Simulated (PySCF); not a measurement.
How methods differ on the excitation energy of Br²⁺

Br²⁺ [Ar] 3d10 4s2 4p3 (4S) → Br²⁺ [Ar] 3d10 4s1 4p4 (4P), as a difference of total energies. Calculation: PySCF 2.14, in x2c-QZVPPall; scalar relativity by spin-free X2C-1e. Correlated levels: valence: [Ar] 3d10 frozen. The calculations carry no spin-orbit coupling.

| method | excitation energy (cm⁻¹) |
| --- | --- |
| UHF | 106180 |
| MP2 (valence) | 105810 |
| SCS-MP2 (valence) | 105750 |
| CCSD (valence) | 102090 |
| CCSD(T) (valence) | 101220 |

A first-order spin-orbit estimate (lowest level to lowest level, LS coupling) adds -0.200 eV.

The coupled-cluster amplitudes are large for the upper state (T1 above 0.03 or a double amplitude above 0.15), so a single reference is strained.
